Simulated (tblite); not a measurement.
Input of a run (GFN2-xTB geometry optimisation, gas phase (tblite 0.8.0)), started from a force field or distance geometry:
```
{"job": {"kind": "relax", "xc": "GFN2-xTB", "basis": "xTB"}, "charge": -1, "multiplicity": 2}
O      1.165000     2.547300    -1.236800
C      0.064000     1.991200    -1.505600
C     -0.281700     0.692900    -0.723700
C     -1.333300    -0.153800    -0.738300
C     -2.248500    -1.253800    -0.463300
C     -1.487700    -1.845000     0.474700
C     -0.570400    -0.830100     0.274200
C      0.450700     0.004000     0.287800
Si     2.054100     0.198600     1.155100
H     -0.640800     2.353200    -2.227700
H     -3.215900    -1.486100    -0.910800
H     -1.556500    -2.721500     1.110800
H      3.258700     0.042800     0.315300
H      2.152500     1.389800     2.044900
H      2.185300    -0.921400     2.121600
```

Output (eV, eV/Å):
```
step      E/eV     max force
  0    -646.59623    9.103
  1    -647.82795    2.698
  2    -648.01662    0.924
  3    -648.07494    0.556
  4    -648.09513    0.428
  5    -648.10893    0.391
  6    -648.12246    0.326
  7    -648.13654    0.404
  8    -648.15580    0.516
  9    -648.17362    0.444
 10    -648.18598    0.302
 11    -648.19401    0.308
 12    -648.20001    0.250
 13    -648.20555    0.281
 14    -648.21235    0.274
 15    -648.21965    0.173
 16    -648.22457    0.160
 17    -648.22678    0.150
 18    -648.22833    0.145
 19    -648.23019    0.148
 20    -648.23317    0.156
 21    -648.23654    0.140
 22    -648.23868    0.077
 23    -648.23947    0.051
 24    -648.23986    0.042
 25    -648.24019    0.040
 26    -648.24049    0.033
 27    -648.24068    0.026
 28    -648.24079    0.021
 29    -648.24086    0.017
 30    -648.24092    0.018
 31    -648.24096    0.015
 32    -648.24099    0.015
 33    -648.24102    0.009
```

Problem. Summarise the run.

Solution. The energy falls by 158.7 kJ/mol over 33 L-BFGS steps, the largest force on an atom goes from 9.10 to 0.009 eV/Å, and the atoms move by 0.171 Å rms after alignment. The bond that changes most is C2–C3 (ends: carbon bonded to C, O and H; carbon bonded to 3 C), which shortens by 0.164 Å. Bonds longer at the end by more than 0.005 Å: 8 of 16; shorter: 6. Among the angles that change most is C3–C4–C5, from 163.9° to 176.2°. The energy never rose by more than 1e-5 eV on the way. The first step brought 75 % of the lowering.

Problem. What are the final bond lengths?

Solution. O1–C2 1.251 Å, C2–C3 1.390 Å, C3–C4 1.427 Å, C4–C5 1.369 Å, C5–C6 1.474 Å, C6–C7 1.391 Å, C7–C8 1.391 Å, C8–Si9 1.844 Å, C3–C8 1.493 Å, C4–C7 1.552 Å, C2–H10 1.121 Å, C5–H11 1.085 Å, C6–H12 1.080 Å, Si9–H13 1.474 Å, Si9–H14 1.474 Å, Si9–H15 1.482 Å. Numbering counts from 1 in the input's order; the species is `[O-][CH]c1c2ccc-2c1[SiH3]` [radical].

Its GFN2-xTB frequencies are all real (lowest 59 cm⁻¹). Whether the extra electron is bound in the gas phase wasn't checked; a finite basis holds it in any case. 2 starts were optimised and ended at 0.00 and 0.10 kcal/mol (GFN2-xTB); the lowest of these is shown.

Shape of the structure used: `[O-:1][CH:2][c:3]1[c:4]2[cH:5][cH:6][c:7]-2[c:8]1[SiH3:9]`: O1–C2–C3–C4 180°.

One conformer stands for the species.

These are computed values.
